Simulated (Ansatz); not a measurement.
The cluster Hg₂S₃. Total charge 0; singlet. Geometry r2SCAN-D4/def2-SVP.

```xyz
5

Hg   -0.210    1.558   -0.489
Hg   -0.080   -2.691    1.991
S     0.738   -1.835   -0.516
S    -0.632   -0.648   -1.333
S     0.184    3.615    0.347
```

In the def2 sets Hg takes a core potential; there is no spin–orbit coupling. The restricted singlet is unstable towards broken spin symmetry at other levels; at PBE-D4/def2-TZVP, r2SCAN-D4/def2-TZVP, PBE0-D4/def2-TZVP, ωB97M-V/def2-TZVP this wasn't settled. At PBE-D4/def2-TZVP an occupied level of the charge 0 singlet lies above an empty one (by up to 0.00 eV), so this SCF solution is probably not the lowest. The geometry of the singlet was relaxed on an unsound state (restricted singlet, unstable towards broken spin symmetry at other levels and untested here). Another isomer (singlet) lies 1.23 eV lower at PBE0-D4/def2-TZVP; other spin states weren't run for this one.

Q: Estimate the orbital energies around the gap (eV) in Ansatz with PBE-D4/def2-TZVP, r2SCAN-D4/def2-TZVP, PBE0-D4/def2-TZVP, ωB97M-V/def2-TZVP.

A: 
```csv
orbital,PBE-D4/def2-TZVP,r2SCAN-D4/def2-TZVP,PBE0-D4/def2-TZVP,ωB97M-V/def2-TZVP
HOMO−5,-9.20,-9.56,-10.53,-13.19
HOMO−4,-7.85,-8.11,-8.83,-10.74
HOMO−3,-7.43,-7.66,-8.31,-10.35
HOMO−2,-6.10,-6.34,-7.26,-9.40
HOMO−1,-5.85,-6.01,-6.42,-7.89
HOMO,-5.46,-5.66,-6.34,-7.51
LUMO,-5.46,-5.60,-5.21,-4.03
LUMO+1,-2.60,-2.42,-1.83,-0.48
LUMO+2,-2.09,-1.90,-1.30,-0.08
LUMO+3,-1.59,-1.33,-0.98,0.28
LUMO+4,-1.52,-1.23,-0.94,0.62
LUMO+5,-0.89,-0.61,-0.19,1.12
```
